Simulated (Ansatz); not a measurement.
Basis sets compared for Al₅F₃⁺. Charge 1, multiplicity 2. Geometry PBE-D4/def2-SVP. Ansatz on 4 threads of Intel Xeon 6975P-C on a shared host; times are rough, and most runs start from earlier orbitals.

```
atom   x (Å)   y (Å)   z (Å)
 Al1   1.647   0.561  -1.004
 Al2   0.592  -1.791   0.178
 Al3  -0.550  -1.044  -2.032
 Al4  -0.849   0.423   0.329
 Al5  -0.537  -0.952   3.137
  F6   0.554   0.399  -2.546
  F7  -1.147   0.657   2.091
  F8   0.290   1.747  -0.153
```

The structure comes from a short search, and lower isomers may exist.

```
           level  functions  energy (Eh)  HOMO (eV)  LUMO (eV)  wall time
 PBE-D4/def2-SVP        132   -1510.1026      -8.45      -7.88      2.3 s
PBE0-D4/def2-SVP        132   -1510.1926      -9.12      -7.25      3.1 s
```

Question: Estimate the rows for PBE-D4/def2-TZVP, PBE0-D4/def2-TZVP (with forces).

Answer: 
```tsv
level	functions	energy (Eh)	HOMO (eV)	LUMO (eV)	wall time
PBE-D4/def2-TZVP	278	-1510.9029	-8.41	-7.81	4.5 s
PBE0-D4/def2-TZVP (with forces)	278	-1510.9865	-9.09	-7.15	14 s
```
